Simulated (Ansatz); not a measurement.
System: sum formula SiN$_{3}$H$_{6}$Cl (charge 0, singlet). 
Structure (B3LYP-D3(BJ)/def2-TZVP (Ansatz, a first-principles code) minimum search):
SMILES: Cl[Si](N)(N)N
```xyz
11

N     -0.9994    -1.1121    -1.0915
Si     0.0764    -0.0184    -0.3508
N     -0.1028     1.5337    -1.0298
N      1.6812    -0.5599    -0.5356
Cl    -0.3703     0.0886     1.7002
H     -1.9472    -1.2293    -0.7727
H     -0.6320    -1.9476    -1.5160
H     -0.7972     1.6777    -1.7443
H      0.0884     2.3723    -0.5066
H      2.1056    -1.2047     0.1108
H      2.3560     0.0515    -0.9648
```

Total electronic energies in hartree. Correlated levels leave the core frozen unless marked. No spin-orbit coupling. No relativistic terms. Basis-set limits of correlation are two-point, X^-3; Hartree-Fock from the larger set.

```
level                                                program  energy (Eh)
--------------------------------------------  --------------  -----------
HF/aug-cc-pV(Q+d)Z                                    Ansatz   -915.57790
RI-HF/aug-cc-pV(T+d)Z                                 Ansatz   -915.56083
r2SCAN0/def2-TZVPD                                    Ansatz   -917.65378
HSE06-D3(BJ)/def2-TZVPD                       Ansatz + dftd3   -917.34700
HSE06/def2-TZVPD                                      Ansatz   -917.34013
MP2/6-31G                                             Ansatz   -915.66324
RI-MP2/CBS(cc-pV(T+d)Z,cc-pV(Q+d)Z)                   Ansatz    -916.6591
CCSD(T)/cc-pV(T+d)Z                                   Ansatz   -916.58688
CCSD(T)/CBS(aug-cc-pV(T+d)Z,aug-cc-pV(Q+d)Z)          Ansatz    -916.7333
```

Totals of different functionals don't rank their quality; only differences between species are comparable.
